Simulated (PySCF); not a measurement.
A calculated (PBE, PySCF 2.14, aug-cc-pwCVQZ, the non-relativistic Hamiltonian (point nucleus)) atom or ion has these occupied shells.

```tsv
shell	electrons	orbital energy (eV)	rms radius, mean of both spins (bohr)
1s α	1	-880.77	0.184
1s β	1	-878.59	0.184
2s α	1	-79.886	0.912
2s β	1	-74.697	0.912
2p α	3	-56.799	0.908
2p β	1	-52.561	0.908
```

Problem. Name the element and its charge.

Solution. Ne²⁺ (neon, charge +2), in [He] 2s2 2p4, high-spin 3P determinant.
